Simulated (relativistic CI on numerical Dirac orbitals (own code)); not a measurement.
What each ingredient does to the levels of V⁷⁺

Base calculation: Dirac-Coulomb-Breit CI, separate exchange-only KLI orbitals for each configuration, QED by a radiative potential, unscaled Slater integrals.

Configuration list (outside the closed core [Ne]): 3s²3p⁴, 3s3p⁵, 3p⁶, 3s²3p³3d, 3s3p⁴3d, 3p⁵3d, 3s3p³3d², 3s²3p³4s, 3s²3p³4p, 3s²3p²3d4p, 3p⁵4s, 3s²3p³4d, 3p⁵4p, 3s3p⁴4s, 3s3p³3d4s, 3s²3p³4f, 3s3p⁴4p, 3s²3p³5s, 3s²3p³5p, 3s²3p³5d, 3s²3p²4s4p, 3s3p⁴4d, 3s²3p³5f, 3s²3p³5g, 3s²3p³6s, 3p⁴3d4p, 3s²3p³6p, 3s3p⁴4f, 3s²3p³6d, 3s²3p²3d², 3s²3p3d³, 3s3p²3d³, 3s²3p3d²4s, 3s²3p3d²4p, 3s²3p3d²4d, 3p⁴3d², 3p³3d³, 3p³3d²4s, 3p³3d²4p, 3p³3d²4d, 3s²3p²3d4s, 3s3p²3d²4s, 3s²3p3d4s², 3s²3p3d4s4p, 3s²3p3d4s4d, 3s²3p²4s², 3s3p²3d4s², 3s²3p4s²4p, 3s²3p4s²4d, 3p⁴3d4s, 3p³3d4s², 3p³3d4s4p, 3p³3d4s4d, 3s²3p²4p², 3s²3p3d4p², 3s3p²3d4p², 3s²3p4s4p², 3s²3p4p³, 3s²3p4p²4d. Double excitations out of closed p, d and f shells are left out; levels of such configurations are missing from the list, as are those of other unlisted configurations, and high levels can miss mixing partners. These lack a partner that the ground configuration has and come out too high: 3s²3p³4f, 3s3p⁴4p, 3s²3p³5s, 3s²3p³5p, 3s²3p³5d.

The lowest level and the first level of each name with at least 55 % of one term (blank where a level has no safe partner in the second run):

| Level | Base (cm⁻¹) | Shift (cm⁻¹) |
| --- | --- | --- |
| 3s²3p⁴ ³P2 | 0 | 0 |
| 3s²3p⁴ ³P1 | 5928 | +167 |
| 3s²3p⁴ ³P0 | 7561 | +185 |
| 3s²3p⁴ ¹D2 | 28815 | +154 |
| 3s²3p⁴ ¹S0 | 63407 | +155 |
| 3s3p⁵ ³P°2 | 216049 | +70 |
| 3s3p⁵ ³P°1 | 220943 | +203 |
| 3s3p⁵ ³P°0 | 223737 | +260 |
| 3s²3p³3d ⁵D°0 | 298225 | +384 |
| 3s²3p³3d ⁵D°1 | 298290 | +406 |
| 3s²3p³3d ⁵D°2 | 298399 | +446 |
| 3s²3p³3d ⁵D°3 | 298563 | +500 |
| 3s²3p³3d ⁵D°4 | 298875 | +564 |
| 3s²3p³3d ³D°2 | 322133 | +452 |
| 3s²3p³3d ³D°3 | 322562 | +520 |
| 3s²3p³3d ³D°1 | 323355 | +507 |
| 3s²3p³3d ³F°2 | 330260 | +393 |
| 3s²3p³3d ¹S°0 | 330948 | +497 |
| 3s²3p³3d ³F°3 | 332048 | +516 |
| 3s²3p³3d ³F°4 | 334286 | +650 |
| 3s²3p³3d ³G°3 | 353560 | +435 |
| 3s²3p³3d ³G°4 | 354096 | +526 |

At this charge configurations can still be misplaced by up to about 7 % of their energy. 23 of the 27 excited levels that our extract of the measured tables holds in this range could be paired (the sources list more); they are missed by 12012 cm⁻¹ on average and 84490 at most, and levels without a partner can miss by more.

Task: One thing was changed in a second run, which moved the levels as shown. Which?
A. configuration mixing switched off
B. Breit term removed
C. QED terms removed

Result: B. Breit term removed. The Breit term mainly narrows fine-structure intervals, so removing it widens them.

LS names give the leading component of a level, which can be under half, so a name can repeat, a term be missing and a line seem to break the LS rules.
